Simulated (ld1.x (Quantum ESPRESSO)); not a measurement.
## Building the TM potential for He (Z = 2) (PBE, scalar-relativistic).

ld1.x (Quantum ESPRESSO) 7.5 input, shortened:

```
&input
   title='He', zed=2., rel=1, dft='PBE', iswitch=3,
   config='1s1.5 2p-2'
 /
 &inputp
   pseudotype=2, tm=.true., lloc=0,
   nlcc=.false.
 /
2
2P  2  1  -2.00   0.45  0.50  0.50  0.0
1S  1  0   1.50   0.00  0.50  0.50  0.0
 &test
   configts(1)='1s1.5'
 /
```

* Cutoffs needed: 160 Ry and 230 Ry (the cutoffs (Ry, on a coarse ladder) from which the occupation-weighted sum of valence levels, in a spherical-Bessel basis at the reference potential, stays within 10 and 1 mRy of its value at 400 Ry)
* Ghost test: no extra level below or beside the all-electron valence levels (p, s, d, f tested) (spherical-Bessel basis up to 400 Ry, 20 bohr box)
* Largest excitation error: +0.7 meV (all-electron minus pseudo) for 1s2, out of 2 test configurations
